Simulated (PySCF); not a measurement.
## Field gradients at the hydrogen positions

Species: C₈H₈F₂.
Geometry (GFN2-xTB, Å), atoms numbered from 1 in this order:
```xyz
18
C8H8F2 angstrom
C     -2.8879    1.1206   -0.4305
C     -2.0662    0.6120    0.2745
C     -1.0517   -0.0274    1.0931
C     -0.2250   -0.9683    0.2546
C     -0.2644   -2.2803    0.4054
C      0.6537   -0.2962   -0.7722
C      1.8445    0.3202   -0.1029
C      2.0712    1.6162   -0.0519
F      1.3122    2.5624   -0.5978
F      3.1158    2.1817    0.5516
H     -3.6188    1.5759   -1.0293
H     -0.4087    0.7481    1.5225
H     -1.5385   -0.5688    1.9077
H     -0.8932   -2.7522    1.1412
H      0.3264   -2.9401   -0.2073
H      1.0003   -1.0345   -1.4981
H      0.0795    0.4734   -1.2915
H      2.5420   -0.3364    0.3925
```

Level: PBE0/pcSseg-1 (PySCF, non-relativistic); Q(2H) = 0.00286 b; rigid geometry, the same for H and D, with no vibrational averaging.

Task: Rank these positions by the coupling χzz of a deuteron there, largest first.
A. H16 (methylene hydrogen)
B. H11 (alkyne hydrogen)
C. H18 (vinylic hydrogen)
D. H17 (methylene hydrogen)
E. H15 (vinylic hydrogen)

Result: B (267 kHz), E (227 kHz), C (222 kHz), A (203 kHz), D (198 kHz).

Task: What are Vzz, η and χzz (234.96 MHz × Q × Vzz) at all hydrogens?

Result: 
```tsv
atom	bonded to	bond length (Å)	Vzz (au)	η	χzz (kHz)
H11	C1	1.049	0.3978	0.00	267
H12	C3	1.095	0.2948	0.01	198
H13	C3	1.093	0.3004	0.02	202
H14	C5	1.077	0.3375	0.06	227
H15	C5	1.077	0.3372	0.06	227
H16	C6	1.092	0.3025	0.02	203
H17	C6	1.092	0.2950	0.01	198
H18	C7	1.078	0.3309	0.10	222
```

Task: How does χzz go with the bond length over the 8 C–H bonds?

Result: A straight-line fit has a slope of -15.3 kHz for each 0.01 Å, with a correlation coefficient of -1.00, over lengths from 1.049 to 1.095 Å. The longer bonds have the smaller couplings here.

One conformer (not necessarily the lowest) at the GFN2-xTB geometry, without solvent, vibrations or thermal averaging. GFN2-xTB bond lengths can be off by several hundredths of an ångström, more for odd bonds, and the gradients follow them. These gradients aren't converged with respect to the basis.

The run behind these numbers computed NMR shieldings as well. Hardware: an Arm Neoverse N1 with one thread, shared host. Cost: 69 s of wall time, 0.94 GiB resident at most.
